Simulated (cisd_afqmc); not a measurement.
Input (AFQMC/CISD/cc-pVTZ; cisd_afqmc is a phaseless AFQMC code with CISD trial states that reads the integrals written by Ansatz):

Ansatz 0.2 input:
```python
import cisd_afqmc

open("ham.yaml", "w").write("""\
crystal:
  periodic: [false, false, false]
  atoms:
    - {symbol: Ga, position_ang: [-0.00000000, -0.00000000, -0.05077840]}
    - {symbol: H, position_ang: [0.00000000, 0.00000000, 1.57413054]}
basis:
  gaussian:
    orbitals: cc-pVTZ
magnetization: {spin_polarized: true, initial_magnetization: 2}
correlation: {method: ccsd, electrons: outside_noble_gas, hamiltonian_folder: ham}
""")
rep = cisd_afqmc.ansatz("ham.yaml")
e_ccsd = rep["correlation"]["coupled_cluster"]["energy"]["hartree"]
out = cisd_afqmc.run("ham", e_ccsd, trial="CISD", walkers=200, populations=8, threads=8, dt=0.005, steps=40, early=24, settle=10, least=32,
    cut=5e-5, rank_cut=2e-4, target=0.0004, seconds=1500, seed=1, memory=17280, gpu=False)
```

Output:

```
orbitals 43, occupied [3, 1], factors 205 of 361, rank of the doubles 90 of 162
E(HF) = -1923.785959
E(CCSD) on the cut factors = -1923.841119, shift to the whole factors -0.000005
Energy of the trial state on the determinant = -1923.840983
  tau behind 7.2 of longer steps, mean of the populations' last blocks
   2.0  -1923.84261
   4.0  -1923.84267
   6.0  -1923.84286
   8.0  -1923.84304
blocks 271 (2 outliers left out), error by blocks joined: 1: 0.00002, 2: 0.00003, 4: 0.00004, 8: 0.00005, 16: 0.00005
E(AFQMC/CISD) = -1923.84284 +/- 0.00005
```

This triplet is an excited state, 2.0 eV above the singlet at CCSD(T)/cc-pV5Z (Ansatz).
